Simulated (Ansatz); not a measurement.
A structure relaxed at PBE0-D4/def2-TZVP, charge 0, multiplicity 1:

```
atom   x (Å)   y (Å)   z (Å)
  O1   1.110   1.271   0.825
  C2   1.315   0.043   0.128
 Si3  -0.339  -0.550  -0.545
  O4  -1.056   0.635  -1.424
  S5  -1.441  -0.983   1.250
  H6   0.496   1.102   1.548
  H7   1.821  -0.704   0.753
  H8   1.989   0.269  -0.703
  H9  -0.273  -1.726  -1.441
 H10  -0.978   1.518  -1.053
 H11  -2.644  -0.876   0.662
```

**Question.** Give its formula and SMILES.

**Answer.** CH6O2SSi, `OC[SiH](O)S`.

**Question.** Summarise the bond lengths by kind.

**Answer.** 1 × C–O 1.427 Å; 2 × H–O 0.961 to 0.963 Å; 1 × C–Si 1.881 Å; 2 × C–H 1.094 to 1.098 Å; 1 × O–Si 1.640 Å; 1 × S–Si 2.150 Å; 1 × H–Si 1.480 Å; 1 × H–S 1.343 Å.

Computed with Ansatz.
